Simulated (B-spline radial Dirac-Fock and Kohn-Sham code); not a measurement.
# Elastic electron scattering at 1.5 keV, H to P

Method: relativistic (Dirac) partial waves in the static field of the Dirac-Fock atom with Furness-McCarthy exchange, without polarisation or absorption potentials. Computed with a B-spline atomic structure program. σ_tr1 and σ_tr2 weight the cross section with 1 − P₁ and 1 − P₂ of cos θ; "backward" is the share scattered beyond 90°.

```csv
Z,element,σ (a₀²),σ_tr1 (a₀²),σ_tr2 (a₀²),backward (%),dσ/dΩ at 90° (a₀²/sr)
1,H,0.0677,0.00257,0.00614,0.39,8.37e-05
2,He,0.104,0.00836,0.0188,1.0,0.000347
3,Li,0.658,0.0186,0.0417,0.39,0.000798
4,Be,1.02,0.0328,0.0732,0.45,0.00143
5,B,1.24,0.0500,0.111,0.59,0.00224
6,C,1.35,0.0693,0.151,0.80,0.00322
7,N,1.39,0.0900,0.193,1.1,0.00437
8,O,1.40,0.112,0.233,1.4,0.00569
9,F,1.38,0.133,0.272,1.9,0.00720
10,Ne,1.35,0.155,0.307,2.4,0.00889
12,Mg,2.70,0.205,0.389,1.8,0.0125
13,Al,3.33,0.232,0.432,1.7,0.0144
14,Si,3.67,0.259,0.475,1.8,0.0163
15,P,3.83,0.286,0.517,2.0,0.0181
```
